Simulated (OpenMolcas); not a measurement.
# Sn2+: CASPT2 settings compared

```
Program             : OpenMolcas 26.06
Basis               : ANO-R2 [7s6p4d2f1g]
Scalar Hamiltonian  : X2C, finite nucleus
Active space        : 2 electrons in 4 orbitals (5s 5p)
State averaging     : 2S+1 = 3 even, 3 roots (0 in the spin-orbit step); 2S+1 = 1 even, 1 root; 2S+1 = 3 odd, 3 roots; 2S+1 = 1 odd, 3 roots
Spin-orbit coupling : state interaction with AMFI integrals over the reference wave functions, term energies averaged over their components
```

Methods on the same reference wave functions:
A. CASSCF
B. SS-CASPT2, IPEA 0.75 Eh, real shift 0.2 Eh (closed shells correlated: 4d)
C. XMS-CASPT2, IPEA 0.1 Eh, imaginary shift 0.3 Eh (closed shells correlated: 4s 4p 4d)
D. XMS-CASPT2, IPEA 0.75 Eh, sigma1 regulariser 0.2 Eh (closed shells correlated: 4s 4p 4d)

Energies in cm⁻¹ above 5s² ¹S₀, the measured ground level; measured values from Moore, Atomic Energy Levels, vol. III, NSRDS-NBS 35 (1971 reprint of NBS Circular 467, 1958).

```json
{"Level": "5s² ¹S₀", "A": "0.0", "B": "0.0", "C": "0.0", "D": "0.0", "Measured": "0.0"}
{"Level": "5s 5p ³P°₀", "A": "49907", "B": "53600", "C": "53220", "D": "53450", "Measured": "53548"}
{"Level": "5s 5p ³P°₁", "A": "51362", "B": "55010", "C": "54620", "D": "54860", "Measured": "55196"}
{"Level": "5s 5p ³P°₂", "A": "54585", "B": "58280", "C": "57900", "D": "58130", "Measured": "59229"}
{"Level": "5s 5p ¹P°₁", "A": "86664", "B": "80480", "C": "77820", "D": "79240", "Measured": "79911"}
```

Deviations, from unrounded energies. A percentage is the sum of absolute deviations over the sum of measured energies, with the sign that they share, or ± where signs differ.

```tsv
Against measurement	Levels	A	B	C	D
mean absolute deviation (cm-1)	4	4700	440	1100	550
other configurations (%)	4	±7.6	±0.7	-1.7	-0.9
```

B lies closest to measurement on these levels and A furthest from it. The largest miss of B in the table is 5s 5p ³P°₂, by -950 cm-1. The ranking rests on the paired levels alone, and a cruder setting can come out closer through cancelling errors.

Among B to D the level of the table that moves most is 5s 5p ¹P°₁, by 2700 cm-1 (lowest in C, highest in B). Moves below CASPT2's spread within the term are not significant.

The lowest spin-free term lies below A's lowest term by 0.422 hartree in B, 0.641 hartree in C, 0.636 hartree in D.

CASPT2 breaks the degeneracy within a term, and the mean is taken; among the terms shown or strongly mixed into the levels shown the widest spread is 80 cm-1 (5s 5p ¹P°, D). Some high roots are left out of the spin-orbit mixing, which shifts the levels that they would mix with. Computed and measured levels are paired by configuration, term and J; levels that our copy of the source lacks, or whose pairing is in doubt (as where it misses far off the trend of its configuration), stay unpaired and out of the deviations. Levels of configurations outside the active space are missing.

° marks odd parity.
